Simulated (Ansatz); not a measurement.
Cost and result for the atomization energy of CH$_{8}$BGeN, SMILES `B[N](C)[GeH3]` (12 atoms, 11 bonds).

Z-matrix (Å, degrees):
```
C
N 1 1.453
H 1 1.091 2 109.7
H 1 1.095 2 111.4 3 -119.9
H 1 1.095 2 111.4 3 119.9
Ge 2 1.861 1 115.4 3 179.9
B 2 1.389 1 122.7 3 -0.1
H 6 1.540 2 108.0 1 -58.7
H 6 1.540 2 108.0 1 58.9
H 6 1.529 2 108.3 1 -179.9
H 7 1.199 2 119.5 1 -180.0
H 7 1.201 2 119.2 1 0.0
```

Total charge 0; spin multiplicity 1. Correlated methods include outer-core shells of Ge, which these sets cover unevenly. Scalar relativity is left out up to krypton. The structure was optimised at the PBE0-D4/def2-TZVP level. Program: Ansatz. Hardware: A = 2 threads of an AMD EPYC 7R13 on a shared host; B = 2 threads of an AMD EPYC 7R13 on a shared host and a share of an NVIDIA H100 80 GB. Times are those of one run each, without the atoms' runs, and a repeat can differ threefold. Electronic energies, without spin–orbit coupling; frozen cores. CCSD(T)/CBS adds CCSD(T) − MP2 in def2-TZVPP to the MP2 limit, and its time is that of the two runs behind it. T1 = 0.013. With those shells the extrapolation isn't a true limit.

CCSD(T)/CBS is a level of theory with its own doubt, some kJ/mol a heavy atom from the limit and from the frozen cores, so smaller differences don't rank the functionals.

| level | functions | atomization (kcal/mol) | difference from CCSD(T)/CBS | per bond |
| --- | --- | --- | --- | --- |
| CCSD(T)/CBS(def2) | – | 972.0 | 0.0 | 0.0 |
| ωB97M-V/def2-TZVPP (with forces) [A] | 253 | 973.5 | 1.5 | 0.1 |
| MP2/def2-QZVPP [B] | 500 | 966.7 | -5.3 | -0.5 |
| BLYP-D4/def2-TZVPP [A] | 253 | 969.6 | -2.4 | -0.2 |
| CCSD(T)/def2-TZVPP [B] | 253 | 952.2 | -19.8 | -1.8 |
| ωB97X-V/def2-TZVPP [A] | 253 | 977.2 | 5.2 | 0.5 |
| CCSD(T)/def2-SVP [A] | 114 | 924.7 | -47.3 | -4.3 |
| B2PLYP/def2-TZVPP [A] | 253 | 964.1 | -7.9 | -0.7 |
| PBE-QIDH/def2-TZVPP [A] | 253 | 965.5 | -6.5 | -0.6 |
| r2SCANh-D4/def2-TZVPP [A] | 253 | 968.3 | -3.7 | -0.3 |
| PBE0-D4/def2-TZVPP [A] | 253 | 970.1 | -1.9 | -0.2 |
| BHLYP-D4/def2-TZVPP [A] | 253 | 956.0 | -16.0 | -1.5 |
| r2SCAN-D4/def2-TZVPP (with forces) [A] | 253 | 972.4 | 0.4 | 0.0 |

Order the runs by time, with rough figures. (An estimate is asked.)

The calculation gave: BLYP-D4/def2-TZVPP [A] 3 s; CCSD(T)/def2-TZVPP [B] 3.3 s; MP2/def2-QZVPP [B] 4 s; PBE0-D4/def2-TZVPP [A] 4.4 s; BHLYP-D4/def2-TZVPP [A] 4.5 s; r2SCAN-D4/def2-TZVPP (with forces) [A] 6.5 s; r2SCANh-D4/def2-TZVPP [A] 7 s; CCSD(T)/CBS(def2) 7.3 s; PBE-QIDH/def2-TZVPP [A] 8.1 s; B2PLYP/def2-TZVPP [A] 9.1 s; ωB97X-V/def2-TZVPP [A] 11 s; CCSD(T)/def2-SVP [A] 11 s; ωB97M-V/def2-TZVPP (with forces) [A] 16 s.

From BLYP to BHLYP (50 % exact exchange), in def2-TZVPP and without D4, the atomization energy moves by −8.2 kcal/mol: exact exchange takes away binding that semilocal exchange gives to molecules. In def2-TZVPP, CCSD(T) changes the Hartree–Fock value by +231.1 kcal/mol (the triples alone add +11.5 kcal/mol) and MP2 by +233.9 kcal/mol; breaking electron pairs costs correlation energy, which Hartree–Fock lacks. Leaving LDA and LC-ωPBE aside and taking each functional with its dispersion term where it has one, the values, not all of them listed here, spread over 24.5 kcal/mol, from BHLYP-D4 to PBE-D4. LDA lies +122.9 kcal/mol from PBE without D4, its usual overbinding.
